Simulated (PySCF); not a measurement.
GeH4, SMILES [GeH4].

The structure is a stationary point at ωB97X-D3(BJ)/def2-TZVPD. The isomer is the one that the SMILES or the coordinates give; other isomers of the formula were not compared.

Two levels are set side by side: TDA-PBE/def2-TZVPD (PySCF) and TDA-CAM-B3LYP/def2-TZVPD (PySCF). Vertical, same geometry. The lowest singlet is HOMO→LUMO 94 % with PBE and HOMO→LUMO 97 % with the other functional; states are paired by order. Differences are taken from unrounded values.

```json
[
 {"quantity": "lowest singlet excitation (eV)", "TDA-CAM-B3LYP": "8.83"},
 {"quantity": "lowest triplet excitation (TDA) (eV)", "TDA-CAM-B3LYP": "8.06"},
 {"quantity": "first bright state (f over 0.05) (eV)", "TDA-CAM-B3LYP": "8.83"},
 {"quantity": "its oscillator strength", "TDA-CAM-B3LYP": "0.18"}
]
```

What does TDA-PBE give, and how far is it from TDA-CAM-B3LYP? (Estimate from the structure and the level; the computed values follow.)


```json
[
 {"quantity": "lowest singlet excitation (eV)", "TDA-PBE": "8.13", "TDA-PBE minus TDA-CAM-B3LYP": "-0.70"},
 {"quantity": "lowest triplet excitation (TDA) (eV)", "TDA-PBE": "7.56", "TDA-PBE minus TDA-CAM-B3LYP": "-0.49"},
 {"quantity": "first bright state (f over 0.05) (eV)", "TDA-PBE": "8.13", "TDA-PBE minus TDA-CAM-B3LYP": "-0.70"},
 {"quantity": "its oscillator strength", "TDA-PBE": "0.11", "TDA-PBE minus TDA-CAM-B3LYP": "-0.07"}
]
```

Functionals without exact exchange tend to place singlet excitations lower, as here. Differences between two approximate levels are no errors against the true value.

Rough cost on one machine, each run with all the roots and properties that it gave: TDA-CAM-B3LYP against TDA-PBE about 3 times.
